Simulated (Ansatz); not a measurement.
FHPb (SMILES [F][PbH]) moved off its minimum; all values from Ansatz (a program for electronic structure), cores frozen in correlated methods. Elements past Kr take the def2 small-core potentials, without spin–orbit coupling.
(charge 0, multiplicity 1)
```xyz
3

Pb    -0.00636    -0.10410     0.07725
H     -1.03588    -1.06273    -1.10929
F      0.74695     1.17212    -1.25413
```

Problem. Give the forces (eV/Å), the total energy and the dipole at CCSD(T)/def2-TZVPPD.

Solution. 
| atom | Fx | Fy | Fz |
|---|---|---|---|
| Pb1 | -0.378 | -0.846 | 1.454 |
| H2 | -0.156 | -0.108 | -0.319 |
| F3 | 0.534 | 0.955 | -1.135 |
Energy -292.2685 hartree, dipole 3.29 D.
